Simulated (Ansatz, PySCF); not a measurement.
C4H9NSi, SMILES C=C=C[Si@@H](C)N. Atoms are numbered in the order given.

```xyz
15

C      3.0768    -0.8730     0.1360
C      1.8734    -0.5232     0.5236
C      0.6555    -0.1689     0.8622
Si    -0.6804     0.2004    -0.4008
C     -2.1123    -1.0001    -0.2556
N     -1.3015     1.7846    -0.0437
H      3.3368    -1.9250    -0.0265
H      3.8598    -0.1245    -0.0296
H      0.4106    -0.0875     1.9333
H     -0.0364     0.0341    -1.7474
H     -2.5563    -0.9609     0.7520
H     -1.7773    -2.0320    -0.4458
H     -2.9057    -0.7682    -0.9858
H     -2.1769     2.0714    -0.4741
H     -0.6550     2.5691    -0.0309
```
Charge 0, spin multiplicity 1.

Geometry optimised at r2SCAN-D4/def2-SVP. The structure was generated by enumeration; whether it is a known compound was not checked. Other conformers were not sampled.

Two levels are set side by side: PBE-D3(BJ)/def2-SVP (Ansatz, a first-principles code) and r2SCAN-D4/def2-SVP (Ansatz). Each level has its own optimised geometry; the coordinates shown are those of the second. Frequencies come from the Hessian of PySCF at each geometry. Differences are taken from unrounded values.

```json
[
 {"quantity": "mean bond length (Å)", "r2SCAN-D4": "1.303"},
 {"quantity": "bond C1–C2 (Å)", "r2SCAN-D4": "1.312"},
 {"quantity": "bond C2–C3 (Å)", "r2SCAN-D4": "1.313"},
 {"quantity": "bond C3–Si4 (Å)", "r2SCAN-D4": "1.875"},
 {"quantity": "bond Si4–C5 (Å)", "r2SCAN-D4": "1.874"},
 {"quantity": "bond Si4–N6 (Å)", "r2SCAN-D4": "1.739"},
 {"quantity": "bond C1–H7 (Å)", "r2SCAN-D4": "1.096"},
 {"quantity": "bond C1–H8 (Å)", "r2SCAN-D4": "1.096"},
 {"quantity": "bond C3–H9 (Å)", "r2SCAN-D4": "1.102"},
 {"quantity": "bond Si4–H10 (Å)", "r2SCAN-D4": "1.502"},
 {"quantity": "bond C5–H11 (Å)", "r2SCAN-D4": "1.102"},
 {"quantity": "bond C5–H12 (Å)", "r2SCAN-D4": "1.101"},
 {"quantity": "bond C5–H13 (Å)", "r2SCAN-D4": "1.103"},
 {"quantity": "bond N6–H14 (Å)", "r2SCAN-D4": "1.017"},
 {"quantity": "bond N6–H15 (Å)", "r2SCAN-D4": "1.017"},
 {"quantity": "highest harmonic wavenumber (cm⁻¹)", "r2SCAN-D4": "3657"},
 {"quantity": "mean harmonic wavenumber (cm⁻¹)", "r2SCAN-D4": "1320"},
 {"quantity": "zero-point energy (kcal/mol)", "r2SCAN-D4": "73.57"}
]
```

### Question
What does PBE-D3(BJ) give, and how far is it from r2SCAN-D4? (The exact figures need the calculation; the answer reports its results.)

### Answer

| quantity | PBE-D3(BJ) | PBE-D3(BJ) minus r2SCAN-D4 |
|---|---|---|
| mean bond length (Å) | 1.312 | 0.008 |
| bond C1–C2 (Å) | 1.318 | 0.006 |
| bond C2–C3 (Å) | 1.319 | 0.006 |
| bond C3–Si4 (Å) | 1.883 | 0.008 |
| bond Si4–C5 (Å) | 1.885 | 0.011 |
| bond Si4–N6 (Å) | 1.753 | 0.014 |
| bond C1–H7 (Å) | 1.103 | 0.007 |
| bond C1–H8 (Å) | 1.103 | 0.007 |
| bond C3–H9 (Å) | 1.108 | 0.006 |
| bond Si4–H10 (Å) | 1.513 | 0.011 |
| bond C5–H11 (Å) | 1.109 | 0.007 |
| bond C5–H12 (Å) | 1.109 | 0.007 |
| bond C5–H13 (Å) | 1.110 | 0.007 |
| bond N6–H14 (Å) | 1.025 | 0.008 |
| bond N6–H15 (Å) | 1.024 | 0.008 |
| highest harmonic wavenumber (cm⁻¹) | 3562 | -95 |
| mean harmonic wavenumber (cm⁻¹) | 1288 | -32 |
| zero-point energy (kcal/mol) | 71.80 | -1.77 |
